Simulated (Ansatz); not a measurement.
Geometry optimisation, Ansatz 0.2.0, RKS r2SCAN/6-31G*.

Input file:

```yaml
crystal:
  periodic: [false, false, false]
  atoms:
    - { symbol: "N", position_ang: [-0.5596, 1.5613, -0.4367] }
    - { symbol: C, position_ang: [-0.9434, 0.2857, 0.1212] }
    - { symbol: Si, position_ang: [0.596, -0.731, 0.4016] }
    - { symbol: O, position_ang: [0.4264, -2.3492, 0.538] }
    - { symbol: O, position_ang: [1.6877, -0.519, -0.8671] }
    - { symbol: H, position_ang: [0.45764, 1.71669, -0.4043] }
    - { symbol: H, position_ang: [-0.69648, 1.50794, -1.49098] }
    - { symbol: H, position_ang: [-1.4583, 0.4286, 1.0493] }
    - { symbol: H, position_ang: [-1.5739, -0.2302, -0.5456] }
    - { symbol: H, position_ang: [1.2966, -0.2589, 1.6725] }
    - { symbol: H, position_ang: [0.6663, -2.8717, -0.1949] }
    - { symbol: H, position_ang: [1.5567, 0.339, -1.2974] }
basis:
  gaussian: { orbitals: "6-31G*" }
hamiltonian:
  xc: r2scan
relax:
  f_tol: 0.015
  max_steps: 40
```

Command:

```bash
$ ansatz run input.yaml --threads 2 --pin off --max-ram 3072MiB --backend cpu --events-out ev --progress --plain --runs-dir out
```

Question: Where does it end, and by what steps?

Answer: The run converged. After 23 steps the energy has fallen by 0.606 eV; H12 moved furthest, 1.23 Å.

```csv
step,energy less start (eV),largest force component (eV/Å),accepted
0,0.0000,2.834,yes
1,-0.2906,1.038,yes
2,-0.3609,0.703,yes
3,-0.3912,0.421,yes
4,-0.4167,0.522,yes
5,-0.4404,0.148,yes
6,-0.4358,0.255,no
7,-0.4445,0.055,yes
8,-0.4489,0.415,yes
9,-0.4529,0.116,yes
10,-0.4551,0.100,yes
11,-0.4582,0.342,yes
12,-0.4606,0.527,yes
13,-0.4866,0.340,yes
14,-0.4198,0.734,no
15,-0.5073,0.498,yes
16,-0.5387,0.342,yes
17,-0.5719,0.356,yes
18,-0.5810,0.508,yes
19,-0.5771,0.475,no
20,-0.6020,0.138,yes
21,-0.6048,0.153,yes
22,-0.6050,0.203,yes
23,-0.6055,0.014,yes
```

```xyz
12
Properties=species:S:1:pos:R:3
N -0.846 1.621 -0.400
C -0.948 0.203 0.023
Si 0.731 -0.620 0.210
O 0.705 -2.218 0.674
O 1.417 -0.386 -1.292
H -0.325 2.140 0.308
H -0.270 1.660 -1.242
H -1.520 0.163 0.960
H -1.565 -0.324 -0.720
H 1.542 0.035 1.273
H 0.174 -2.802 0.114
H 2.359 -0.592 -1.362
```

Whether the end is a true minimum wasn't checked by a vibrational analysis.

The run took 96 s on 2 threads of Arm Neoverse V1, with other jobs on the host, peak memory 0.17 GiB.
